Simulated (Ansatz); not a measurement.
```yaml
crystal:
  periodic: [false, false, false]
  atoms:
    - {symbol: C, position_ang: [-0.364764, 0.774982, -1.251626]}
    - {symbol: B, position_ang: [-0.560032, 0.383147, 0.171088]}
    - {symbol: In, position_ang: [0.626747, -1.251237, 1.305619]}
    - {symbol: H, position_ang: [-1.249545, 1.186856, -1.686675]}
    - {symbol: H, position_ang: [0.285509, 1.764198, -1.154911]}
    - {symbol: H, position_ang: [0.260524, 0.196411, -1.878105]}
    - {symbol: H, position_ang: [-1.336713, 0.914344, 0.849991]}
    - {symbol: H, position_ang: [0.084672, -2.885914, 1.377710]}
    - {symbol: H, position_ang: [2.134433, -0.950721, 2.122761]}
basis:
  gaussian: {orbitals: def2-SVPD}
total_charge: -3
magnetization: {spin_polarized: true, initial_magnetization: 1}
hamiltonian: {xc: {name: wPBEh}, pseudopotentials: {relativity: scalar}}
scf: {lower_state_search: full}
output: {forces: true}
```

```sh
$ ansatz run in.yaml --threads 2 --pin off --events-out ev --progress --plain --max-ram 4352MiB
```

Output, abridged:

```
Functional definition: wPBEh
1301 factors; integrals over basis functions are off by at most 1.0e-3 eV
161 factors; integrals over basis functions are off by at most 6.2e-7 eV
mean field evaluation 1: about -6938.6612 eV, gradient 5.2e1 eV
mean field evaluation 2: about -6938.8437 eV, gradient 5.2e1 eV
mean field evaluation 4: about -6950.4258 eV, gradient 4.2e1 eV
mean field evaluation 8: about -6968.6494 eV, gradient 3.1e0 eV
mean field evaluation 16: about -6968.9250 eV, gradient 4.7e-1 eV
mean field evaluation 32: about -6968.9982 eV, gradient 4.3e-4 eV
a density is far from that of the atoms, so the factors are made again for it
1347 factors; integrals over basis functions are off by at most 1.0e-3 eV
163 factors; integrals over basis functions are off by at most 5.6e-7 eV
mean field evaluation 320: about -6968.9968 eV, gradient 2.2e-5 eV
mean field -6968.99678510 eV, -256.1059080966 hartree, gradient 7.4e-8 eV, S^2 0.787388; 0 other end points of the search recorded, 0 dependent functions left out
reference -6968.99682298 eV, -256.1059094888 hartree; 21, 20 occupied and 99, 100 virtual orbitals, 1347 factors
Total energy: -6968.99682298 eV, -256.1059094888 hartree
Relativity: scalar
Atom 0 at    -0.364764     0.774982    -1.251626 Å, force     1.431011     3.267810    -0.468330 eV/Å
Atom 1 at    -0.560032     0.383147     0.171088 Å, force     0.874065    -3.181801     2.321812 eV/Å
Atom 2 at     0.626747    -1.251237     1.305619 Å, force    -0.388466     1.008681    -0.692003 eV/Å
Atom 3 at    -1.249545     1.186856    -1.686675 Å, force    -0.974811    -0.000595    -1.020913 eV/Å
Atom 4 at     0.285509     1.764198    -1.154911 Å, force    -0.335853    -0.529298    -0.330375 eV/Å
Atom 5 at     0.260524     0.196411    -1.878105 Å, force     0.367537    -1.023960    -1.094040 eV/Å
Atom 6 at    -1.336713     0.914344     0.849991 Å, force    -1.192067     1.063237     0.822130 eV/Å
Atom 7 at     0.084672    -2.885914     1.377710 Å, force     0.154809    -0.273665     0.337231 eV/Å
Atom 8 at     2.134433    -0.950721     2.122761 Å, force     0.063774    -0.330410     0.124488 eV/Å
Dipole moment:    -0.929816     1.688587    -1.247442 e Å
```

(1) What is wrong with this run?

## Answers

(1) The charge is far from anything that the molecule holds. The calculation finished and met its thresholds. The result belongs to that input, not to the molecule as meant.
